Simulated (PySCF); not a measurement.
The multiplicity is imposed and other spin states were not computed.

Cartesian coordinates (Å):
```xyz
2

Zn    -0.0143     0.0122     0.0170
F      0.9938    -0.8468    -1.1827
```
Charge 0, spin multiplicity 2.

Give the spin population on the central atom (Mulliken), charge on the central atom (Mulliken), total energy, charge on the central atom (meta-Löwdin), dipole moment and highest occupied spin orbital at the level TPSSh-D3(BJ)/def2-TZVP // PBE-D3(BJ)/def2-SVP (PySCF 2.14.0).


```json
{
  "spin population on the central atom (Mulliken)": "0.91",
  "charge on the central atom (Mulliken)": "0.50 e",
  "total_energy": "-1879.2606 Ha",
  "charge on the central atom (meta-Löwdin)": "0.77 e",
  "dipole_moment": "2.93 D",
  "highest_occupied_spin_orbital": "-6.29 eV"
}
```
